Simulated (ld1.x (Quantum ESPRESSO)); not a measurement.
**What one change does to a pseudopotential (cerium (Ce), TM)**

cerium (Ce), norm-conserving Troullier–Martins (Kleinman–Bylander form), made with ld1.x (Quantum ESPRESSO) 7.5 (BP86, non-relativistic). Core [Kr] 4d10 5s2, reference 4f1 5p6 5d1 6s1 6p0 (charge +1). Waves: 6s (bound): rc 2.70 bohr; 5p (bound): rc 3.10 bohr; 4f (bound): rc 1.10 bohr; 5d (bound): rc 2.15 bohr. Local part: the d channel. Core correction: a·sin(br)/r model core inside 0.55 bohr.

Change: core [Xe] 4f1, valence charge 3; reference 5d1 6s1.75 6p0.25; waves now 6s (bound): rc 3.30 bohr; 6p (bound): rc 3.65 bohr; 5d (bound): rc 2.80 bohr; local potential all-electron potential smoothed inside 2.45 bohr (lloc = -1); core correction Bessel-smoothed model core inside 1.85 bohr.

Cutoffs: the cutoffs (Ry, on a coarse ladder) from which the occupation-weighted sum of valence levels, in a spherical-Bessel basis at the reference potential, stays within 10 and 1 mRy of its value at 400 Ry; they do not see the model core or the augmentation charge, which bear on the density cutoff. Errors are all-electron minus pseudo energies relative to the spin-unpolarised reference configuration.

Problem. What does the change do?

Solution. The potential gets softer (230 Ry and 260 Ry → 10 Ry and 15 Ry); the bound ghosts move from s to p, s. The shells moved into the core no longer need plane waves of their own. Several settings change at once here, so the effects cannot be laid on one of them.

| quantity | base | changed |
| --- | --- | --- |
| cutoff, loose | 230 Ry | 10 Ry |
| cutoff, tight | 260 Ry | 15 Ry |
| bound ghosts | s | s, p |
| largest error over its own tests, meV | -616 | -141 |

 A true bound ghost makes a file unfit for plane-wave use even where its test errors are small: the radial tests pick states by their node count and pass the ghost by.
